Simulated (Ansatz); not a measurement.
One change: `[SiH3]O[Si](Cl)(Cl)Cl` becomes `Cl[Si](Cl)(Cl)[TeH]`.

Ansatz, PBE0-D4/def2-TZVP geometries, multiplicity 1. Each molecule was computed in one conformer, which needn't be the lowest.

Elements past krypton have def2 core potentials.  Spin–orbit coupling is left out; it splits and shifts lone-pair levels of the heavy atoms by tenths of an eV.

| property | `[SiH3]O[Si](Cl)(Cl)Cl` |
| --- | --- |
| size of the dipole moment (PBE/def2-TZVPP) / D | 1.39 |
| HOMO–LUMO gap (PBE/def2-TZVPP) / eV | 6.62 |
| HOMO–LUMO gap (PBE0/def2-TZVPP) / eV | 8.99 |
| LUMO energy (PBE/def2-TZVPP) / eV | -1.24 |
| HOMO–LUMO gap (B3LYP/def2-TZVPP) / eV | 8.47 |
| LUMO energy (B3LYP/def2-TZVPP) / eV | -0.53 |

What does the change do to each property? (Estimate.)

Ansatz gave: 
```tsv
property	`Cl[Si](Cl)(Cl)[TeH]`	shift
size of the dipole moment (PBE/def2-TZVPP) / D	1.17	-0.22
HOMO–LUMO gap (PBE/def2-TZVPP) / eV	3.70	-2.92
HOMO–LUMO gap (PBE0/def2-TZVPP) / eV	5.58	-3.41
LUMO energy (PBE/def2-TZVPP) / eV	-2.29	-1.05
HOMO–LUMO gap (B3LYP/def2-TZVPP) / eV	5.12	-3.35
LUMO energy (B3LYP/def2-TZVPP) / eV	-1.71	-1.18
```

With PBE0 the HOMO rises by 2.23 eV and the LUMO falls by 1.19 eV, so the gap narrows by about 3.42 eV. PBE moves the HOMO by 1.87 eV and ωB97M-V by 2.39 eV. Dipoles are sizes alone; their direction can turn.

B3LYP here is the variant with VWN-RPA as its local correlation; programs differ in this.
